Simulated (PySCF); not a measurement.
## Excitation energy of Be⁺ by level of theory

Be⁺ [He] 2s1 (2S) → Be⁺ [He] 2p1 (2P), as a difference of total energies. All numbers are calculated (PySCF 2.14, the non-relativistic Hamiltonian (point nucleus), in aug-cc-pVTZ (5s4p3d2f, 46 functions)). The calculations carry no spin-orbit coupling.

```
   method  excitation energy (eV)  error (eV)
      UHF                   3.992      +0.033
      LDA                   3.502      -0.457
      PBE                   3.452      -0.507
     PBE0                   3.594      -0.365
   r2SCAN                   3.533      -0.426
    B3LYP                   3.526      -0.433
BHandHLYP                   3.715      -0.244
     MN15                   3.544      -0.415
   M06-2X                   3.773      -0.186
```

Reference: 3.959 eV (measured; NIST levels, between the centres of gravity of the two terms).
